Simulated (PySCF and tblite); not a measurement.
Results of a calculation; reference values are marked as such.
System: C₈H₇N, numbered as in [N:1]#[C:2][CH:3]1[CH:4]=[CH:5][CH:6]=[CH:7][CH:8]=[CH:9]1.

Motion: inversion of the 7-membered ring (3–4–5–6–7–8–9). GFN2-xTB gives an electronic barrier of 7.2 kcal/mol and a reaction energy of 0.0 kcal/mol.

Problem. What does PBE0/pcSseg-1 + D3(BJ) give on GFN2-xTB geometries?

Solution. A barrier of 8.3 kcal/mol, 1.1 above the tight-binding barrier (from unrounded values), a reaction energy of 1.5 kcal/mol and, with GFN2-xTB thermal terms, ΔG‡(298 K) = 8.9 kcal/mol and k = 1.9×10⁶ s⁻¹ (1 equivalent path).

Programs: tblite and PySCF.
